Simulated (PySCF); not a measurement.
## Circular dichroism: `[BH3-][AsH2+][C@H](C)CC`, C4H14AsB

Geometry:
```json
{"atom": "B1", "x (Å)": "2.163", "y (Å)": "-1.518", "z (Å)": "-0.223"}
{"atom": "As2", "x (Å)": "1.271", "y (Å)": "0.242", "z (Å)": "-0.787"}
{"atom": "C3", "x (Å)": "-0.242", "y (Å)": "1.111", "z (Å)": "0.174"}
{"atom": "C4", "x (Å)": "-0.086", "y (Å)": "0.807", "z (Å)": "1.659"}
{"atom": "C5", "x (Å)": "-1.591", "y (Å)": "0.675", "z (Å)": "-0.395"}
{"atom": "C6", "x (Å)": "-1.751", "y (Å)": "-0.837", "z (Å)": "-0.481"}
{"atom": "H7", "x (Å)": "3.071", "y (Å)": "-1.648", "z (Å)": "-0.983"}
{"atom": "H8", "x (Å)": "2.505", "y (Å)": "-1.283", "z (Å)": "0.898"}
{"atom": "H9", "x (Å)": "1.331", "y (Å)": "-2.365", "z (Å)": "-0.305"}
{"atom": "H10", "x (Å)": "0.828", "y (Å)": "0.502", "z (Å)": "-2.189"}
{"atom": "H11", "x (Å)": "2.206", "y (Å)": "1.399", "z (Å)": "-0.788"}
{"atom": "H12", "x (Å)": "-0.148", "y (Å)": "2.194", "z (Å)": "0.028"}
{"atom": "H13", "x (Å)": "-0.889", "y (Å)": "1.257", "z (Å)": "2.244"}
{"atom": "H14", "x (Å)": "-0.083", "y (Å)": "-0.270", "z (Å)": "1.831"}
{"atom": "H15", "x (Å)": "0.869", "y (Å)": "1.202", "z (Å)": "2.019"}
{"atom": "H16", "x (Å)": "-1.696", "y (Å)": "1.096", "z (Å)": "-1.402"}
{"atom": "H17", "x (Å)": "-2.394", "y (Å)": "1.094", "z (Å)": "0.221"}
{"atom": "H18", "x (Å)": "-2.718", "y (Å)": "-1.093", "z (Å)": "-0.911"}
{"atom": "H19", "x (Å)": "-1.684", "y (Å)": "-1.296", "z (Å)": "0.503"}
{"atom": "H20", "x (Å)": "-0.965", "y (Å)": "-1.259", "z (Å)": "-1.116"}
```

Computed with PySCF 2.14.0, TDDFT CAM-B3LYP/def2-SVPD circular dichroism and optical rotation, one conformer, gas phase. Geometry: GFN2-xTB.

The molecule is flexible and this is one conformer; a measurement averages over conformers. The calculation is non-relativistic, which matters for the atoms heavier than Zn.

Question: Assign R or S to each stereocentre.

Answer: C3 R.

Question: List the lowest 12 singlet excitations with oscillator and rotatory strengths.

Answer: Rotatory strengths R in 10⁻⁴⁰ esu² cm², velocity form and length form (origin at the centre of mass); f in length form.
| state | E (eV) | λ (nm) | f | R (velocity) | R (length) | main |
| --- | --- | --- | --- | --- | --- | --- |
| 1 | 7.47 | 166 | 0.034 | -9.8 | -9.6 | HOMO→LUMO 0.69, HOMO−2→LUMO 0.10 |
| 2 | 7.66 | 162 | 0.025 | -8.4 | -7.9 | HOMO→LUMO+1 0.43, HOMO→LUMO+3 0.28 |
| 3 | 7.83 | 158 | 0.012 | +16.1 | +15.9 | HOMO−2→LUMO 0.35, HOMO→LUMO+3 0.15 |
| 4 | 7.91 | 157 | 0.005 | +10.0 | +10.1 | HOMO−1→LUMO 0.56, HOMO−1→LUMO+2 0.12 |
| 5 | 8.03 | 154 | 0.012 | +7.4 | +7.2 | HOMO−2→LUMO+2 0.31, HOMO−2→LUMO+1 0.29 |
| 6 | 8.05 | 154 | 0.085 | +1.2 | +1.2 | HOMO−1→LUMO+1 0.28, HOMO−1→LUMO 0.12 |
| 7 | 8.14 | 152 | 0.102 | +10.2 | +11.1 | HOMO→LUMO+2 0.24, HOMO→LUMO+3 0.14 |
| 8 | 8.18 | 152 | 0.012 | +7.2 | +6.9 | HOMO−2→LUMO+3 0.28, HOMO−2→LUMO+2 0.16 |
| 9 | 8.32 | 149 | 0.019 | +9.6 | +9.5 | HOMO→LUMO+1 0.23, HOMO→LUMO+2 0.23 |
| 10 | 8.39 | 148 | 0.136 | -115.9 | -115.2 | HOMO−1→LUMO+2 0.39, HOMO−1→LUMO+1 0.23 |
| 11 | 8.49 | 146 | 0.022 | +24.7 | +24.0 | HOMO−2→LUMO+3 0.38, HOMO−2→LUMO+2 0.19 |
| 12 | 8.64 | 143 | 0.357 | +23.7 | +21.9 | HOMO−1→LUMO+3 0.49, HOMO−2→LUMO+1 0.14 |

Among the states computed, the strongest CD band (largest |R|) is state 10. The largest dissymmetry factor in size, g = 4R/(D+G), with D and G the electric and magnetic dipole strengths, is +0.023 for state 4 (velocity form, f = 0.005), among bands with |R| over 0.5. The mirror image has the same energies and oscillator strengths and all R with the opposite sign.
